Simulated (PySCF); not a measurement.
CH3Si, SMILES [SiH]=C (connectivity only; charge and spin as stated), charge +1, multiplicity 1. Atoms are numbered in the order given.

```xyz
5

C      0.0000     0.0000    -1.1080
Si     0.0000     0.0000     0.5665
H      0.0000     0.9432    -1.6681
H      0.0000    -0.9432    -1.6681
H      0.0000     0.0000     2.0538
```
Charge +1, spin multiplicity 1.

The structure is a stationary point at PBE-D3(BJ)/def2-TZVP. The geometry has at least one imaginary mode, so it is a saddle point at that level. The multiplicity is an assumed one; other spin states were not compared. The isomer is the one that the SMILES or the coordinates give; other isomers of the formula were not compared.

Calculation: PBE-D3(BJ)/def2-TZVP (PySCF 2.14.0).

Frequencies are harmonic and unscaled.

Computed normal modes with their intensities:
```tsv
mode	ν (cm⁻¹)	IR (km/mol)	moving atoms (share of kinetic energy)
1	359i	0.4	H 76 %, C 13 %, Si 10 %
2	344	1.2	H 96 %
3	675	36.8	H 74 %, C 16 %, Si 10 %
4	696	55.2	H 87 %, C 13 %
5	1003	0.1	C 52 %, Si 30 %, H 17 %
6	1223	15.6	H 84 %, C 15 %
7	2208	50.9	H 96 %
8	3033	102.1	H 95 %
9	3134	102.1	H 89 %, C 11 %
```
